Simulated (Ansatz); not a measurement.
B2FH3OSi from Hartree–Fock to CCSD(T)

```xyz
8

B     0.0777   -0.8732    0.8313
B     0.6383    0.6538    0.9792
O     0.5364    1.6495    0.1718
Si   -0.2657    0.3290   -0.7989
F     0.6255    0.1673   -2.1002
H    -0.9184   -1.0974    1.4638
H     0.8598   -1.7591    0.6385
H    -1.5537    0.9303   -1.1854
```

The species carries charge 0 and has multiplicity 1. The bonds changed during the relaxation, so this is another structure than the one it started from. All single points use the PBE0-D4/def2-TZVP geometry. Frozen core, restricted reference, Ansatz 0.2.0. CBS rows extrapolate triple and quadruple zeta; past MP2 they add the triple-zeta difference.

```json
{"basis": "def2-SVP", "HF (Eh)": "-514.13218", "MP2 corr.": "-0.63461", "CCSD corr.": "-0.66651", "(T)": "-0.02051", "CCSD(T) total": "-514.81920"}
{"basis": "def2-TZVPP", "HF (Eh)": "?", "MP2 corr.": "-0.80268", "CCSD corr.": "?", "(T)": "-0.03406", "CCSD(T) total": "?"}
{"basis": "def2-QZVPP", "HF (Eh)": "-514.54209", "MP2 corr.": "?", "CCSD corr.": "–", "(T)": "–", "CCSD(T) total": "–"}
{"basis": "CBS(def2)", "HF (Eh)": "-514.54487", "MP2 corr.": "-0.91544", "CCSD corr.": "?", "(T)": "as TZ", "CCSD(T) total": "?"}
```

Problem. Fill in the withheld values. (Estimate.)

Solution. Ansatz gave: def2-TZVPP HF (Eh): -514.52194; def2-TZVPP CCSD corr.: -0.82709; def2-TZVPP CCSD(T) total: -515.38309; def2-QZVPP MP2 corr.: -0.86746; CBS(def2) CCSD corr.: -0.93986; CBS(def2) CCSD(T) total: -515.51879.
